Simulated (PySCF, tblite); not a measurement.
Isomers of C5H11PSi. Computed with GFN2-xTB (tblite): harmonic, unscaled wavenumbers at the GFN2-xTB geometry, gas phase. Against measured fundamentals such values can be off by several per cent, at times by over 20. Modes of hydrogen on phosphorus and silicon can be 10 to 20 % off. One conformer each.

Electronic energies: PBE0/pcSseg-1 single points on the GFN2-xTB geometries (PySCF, gas phase).

```json
{"SMILES": "CC1=CCP([SiH3])C1", "electronic energy, lowest = 0 (kcal/mol)": "0.0"}
{"SMILES": "C=C[Si@H](P)C1CC1", "electronic energy, lowest = 0 (kcal/mol)": "21.8"}
{"SMILES": "C#CCP(C)[SiH2]C", "electronic energy, lowest = 0 (kcal/mol)": "30.0"}
```

How do GFN2-xTB zero-point energies change the relative energies?

| SMILES | ZPE (kcal/mol) | of it from modes above 1550 cm⁻¹ | electronic (kcal/mol) | with ZPE, lowest = 0 (kcal/mol) | lowest mode (cm⁻¹) | rings |
| --- | --- | --- | --- | --- | --- | --- |
| CC1=CCP([SiH3])C1 | 87.0 | 46.2 | 0.0 | 0.0 | 76 | 1 |
| C=C[Si@H](P)C1CC1 | 86.8 | 47.3 | 21.8 | 21.6 | 15 | 1 |
| C#CCP(C)[SiH2]C | 85.6 | 48.7 | 30.0 | 28.7 | 31 | 0 |

The zero-point energies span 1.4 kcal/mol, from `C#CCP(C)[SiH2]C` to `CC1=CCP([SiH3])C1`. The order is unchanged.

And how do the electronic energies of GFN2-xTB itself compare?

`CC1=CCP([SiH3])C1` 0.0; `C=C[Si@H](P)C1CC1` 43.0; `C#CCP(C)[SiH2]C` 43.4 kcal/mol, lowest = 0. Against the energies above, taken from the same isomer `CC1=CCP([SiH3])C1`, the largest difference is 21.2 kcal/mol.
